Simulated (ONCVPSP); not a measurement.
**Before and after: ONCV potential for terbium**

ONCVPSP 4.0.1 input, shortened (lines: element, Z, core and valence counts, functional; n l f; lmax; l rc ep ncon nbas qcut; lloc lpopt rc5 dvloc0; l nproj debl; icmod fcfact rcfact), PBEsol, scalar-relativistic:

```
  Tb 65.00   10    4  -116133      upf
    1    0    2.00
    2    0    2.00
    2    1    6.00
    3    0    2.00
    3    1    6.00
    3    2   10.00
    4    0    2.00
    4    1    6.00
    4    2   10.00
    4    3    8.00
    5    0    2.00
    5    1    6.00
    5    2    1.00
    6    0    1.50
    2
    0    2.45    0.00    4    9    5.70
    1    1.70    0.00    4    8    5.70
    2    3.30    0.00    5   10    3.70
    4    1    1.40    0.00
    0    3    3.00
    1    1    2.10
    2    3    0.80
    3    3.25    1.40
```

Change: core correction Teter function, fcfact 3.25, rcfact 1.08.

Cutoffs: the cutoffs (Ha) at which the residual kinetic energy of the hardest occupied pseudo-wave falls to 1 and 0.1 mHa per electron; they do not see the model core or the augmentation charge, which bear on the density cutoff. Errors are all-electron minus pseudo energies relative to the spin-unpolarised reference configuration.

Problem. How do hardness, ghosts and transferability respond?

Solution. The potential gets neither clearly harder nor softer (15 Ha and 57 Ha → 15 Ha and 57 Ha); of the 4 tests that both files solve, the error grows in 1 and shrinks in 0 by more than 15 % and 0.3 meV (median size 2.2 → 2.7 meV); neither file shows a bound ghost. A model core, the more so a compact one, raises the density cutoff, which this test does not measure.

| quantity | base | changed |
| --- | --- | --- |
| cutoff, loose | 15 Ha | 15 Ha |
| cutoff, tight | 57 Ha | 57 Ha |
| bound ghosts | none | none |
| GHOST(+) flags under 300 eV | s at 181.6 eV | s at 181.6 eV |
| error for 5s2 5p6 5d1 6s2, meV [ΔE -2.73 eV] | +0.7 | +0.7 |
| error for 5s2 5p6 5d1 6s1, meV [ΔE 4.04 eV] | -1.0 | -0.9 |
| error for 5s2 5p6 5d1 6s0, meV [ΔE 16.25 eV] | +3.4 | +4.5 |
| error for 5s2 5p6 5d2 6s0, meV [ΔE 5.31 eV] | +17 | +19 |
| s: phases at 2.49 bohr within 0.05 rad from the reference energy up to (Ha; the scan ends near 5) | 4.5 | 4.5 |
| p: phases at 1.73 bohr within 0.05 rad from the reference energy up to (Ha; the scan ends near 5) | 1.3 | 1.3 |
| d: phases at 3.36 bohr within 0.05 rad from the reference energy up to (Ha; the scan ends near 5) | 3.0 | 3.0 |
| rms error of d²Exc/dni dnj with the model core, mHa | 1.12 | 2.94 |
